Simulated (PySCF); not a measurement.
One of the candidates below gave these computed data.

All candidates are C6H8N2.

- UV, first state: lowest singlet excitation: 4.90 eV (253 nm, f = 0.044) [TDDFT wB97X-D/def2-SVPD]
- UV, strongest line: among the 8 lowest singlet transitions: S6 at 6.91 eV (179 nm, f = 0.447) [TDDFT wB97X-D/def2-SVPD]
- Triplet: lowest triplet excitation (Tamm–Dancoff): 4.00 eV [TDA wB97X-D/def2-SVPD]
- Polarisability: 86.9 au [wB97X-D/def2-SVPD]
- Rotational structure: rotational constants A, B, C: 5.069, 1.535, 1.191 GHz [GFN2-xTB]
- Dipole: 0.64 D [wB97X-D/def2-SVPD]

Gas-phase values; electronic properties from PySCF, density fitting. Levels stand in brackets. One conformer (not necessarily the lowest) at the GFN2-xTB geometry, without solvent, vibrations or thermal averaging.

Problem. Which candidate is it?
A. `NNc1ccccc1`
B. `NCc1ccncc1`
C. `CNc1cccnc1`

Solution. A. It is `NNc1ccccc1`. Numbering: `[NH2:1][NH:2][c:3]1[cH:4][cH:5][cH:6][cH:7][cH:8]1`. Its formula, C6H8N2, gives 4 degrees of unsaturation: 1 ring and 3 π bonds in the structure found (Kekulé form). The optimised geometry has point group C1 and is an asymmetric top.

The others, at the same levels:
- `NCc1ccncc1` fails: its computed lowest singlet excitation is 5.06 eV (245 nm, f = 0.008) (against 4.90 eV), lowest triplet excitation (Tamm–Dancoff) is 4.38 eV (against 4.00 eV) and strongest line among the 8 lowest singlet transitions is S8 at 7.41 eV (167 nm, f = 0.605) (against S6 at 6.91 eV).
- `CNc1cccnc1` fails: its computed lowest singlet excitation is 4.71 eV (263 nm, f = 0.063) (against 4.90 eV), lowest triplet excitation (Tamm–Dancoff) is 3.71 eV (against 4.00 eV) and strongest line among the 8 lowest singlet transitions is S3 at 5.64 eV (220 nm, f = 0.270) (against S6 at 6.91 eV).

Each candidate is one conformer, not necessarily the lowest. Dipoles, sizes and rotational constants follow the conformer. The torsions of the flexible species, by atom-mapped SMILES:
- `[NH2:1][NH:2][c:3]1[cH:4][cH:5][cH:6][cH:7][cH:8]1`: N1–N2–C3–C4 -21°, H–N1–N2–C3 77°, H–N1–N2–C3 -43°
- `[NH2:1][CH2:2][c:3]1[cH:4][cH:5][n:6][cH:7][cH:8]1`: N1–C2–C3–C4 -87°, H–N1–C2–C3 -60°, H–N1–C2–C3 59°
- `[CH3:1][NH:2][c:3]1[cH:4][cH:5][cH:6][n:7][cH:8]1`: C1–N2–C3–C4 16°
